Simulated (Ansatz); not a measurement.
`OC(Cl)[O][SbH2]`, relaxed with RKS PBE-D4/def2-SVP in Ansatz from a rough embedded geometry. The force threshold is 0.03 eV/Å; the program also tests the step.

Total charge 0; spin multiplicity 1. Sb takes the def2 core potential.

Start:

```xyz
9

O    -1.433   -0.945    0.414
C    -0.117   -0.938    0.194
Cl    0.364   -2.517   -0.424
O     0.282    0.029   -0.708
Sb    0.037    1.890    0.141
H    -1.944   -1.088   -0.430
H     0.449   -0.779    1.164
H     1.644    1.717    0.923
H     0.718    2.630   -1.275
```

```json
{"step": "1", "energy (eV)": "-24237.1892", "largest force (eV/Å)": "2.154", "largest move (Å)": "0.000"}
{"step": "2", "energy (eV)": "-24237.3664", "largest force (eV/Å)": "0.855", "largest move (Å)": "0.195"}
{"step": "3", "energy (eV)": "-24237.4277", "largest force (eV/Å)": "0.538", "largest move (Å)": "0.088"}
{"step": "4 (rejected)", "energy (eV)": "-24237.4244", "largest force (eV/Å)": "0.586", "largest move (Å)": "0.100"}
{"step": "5", "energy (eV)": "-24237.4431", "largest force (eV/Å)": "0.124", "largest move (Å)": "0.049"}
{"step": "6", "energy (eV)": "-24237.4511", "largest force (eV/Å)": "0.060", "largest move (Å)": "0.100"}
{"step": "7", "energy (eV)": "-24237.4546", "largest force (eV/Å)": "0.120", "largest move (Å)": "0.146"}
{"step": "8 (rejected)", "energy (eV)": "-24237.4436", "largest force (eV/Å)": "0.630", "largest move (Å)": "0.196"}
{"step": "9", "energy (eV)": "-24237.4638", "largest force (eV/Å)": "0.089", "largest move (Å)": "0.098"}
{"step": "10", "energy (eV)": "-24237.4717", "largest force (eV/Å)": "0.153", "largest move (Å)": "0.099"}
{"step": "11", "energy (eV)": "-24237.4763", "largest force (eV/Å)": "0.311", "largest move (Å)": "0.145"}
{"step": "12", "energy (eV)": "-24237.4818", "largest force (eV/Å)": "0.231", "largest move (Å)": "0.056"}
{"step": "13", "energy (eV)": "-24237.4847", "largest force (eV/Å)": "0.187", "largest move (Å)": "0.093"}
{"step": "14", "energy (eV)": "-24237.4928", "largest force (eV/Å)": "0.126", "largest move (Å)": "0.153"}
{"step": "15", "energy (eV)": "-24237.4934", "largest force (eV/Å)": "0.104", "largest move (Å)": "0.020"}
{"step": "16", "energy (eV)": "-24237.4945", "largest force (eV/Å)": "0.035", "largest move (Å)": "0.044"}
{"step": "17", "energy (eV)": "-24237.4948", "largest force (eV/Å)": "0.038", "largest move (Å)": "0.018"}
{"step": "18", "energy (eV)": "-24237.4949", "largest force (eV/Å)": "0.029", "largest move (Å)": "0.009"}
```

End:

```xyz
9

O    -1.228   -0.764    0.713
C     0.020   -0.949    0.120
Cl    0.102   -2.608   -0.684
O     0.323   -0.036   -0.847
Sb   -0.132    1.913   -0.300
H    -1.896   -0.892    0.007
H     0.755   -0.995    0.957
H     0.781    1.854    1.187
H     1.275    2.477   -1.154
```

Hardware: 4 threads of an Arm Neoverse V1 on a shared host. Wall time 24 s, peak host memory 0.16 GiB.
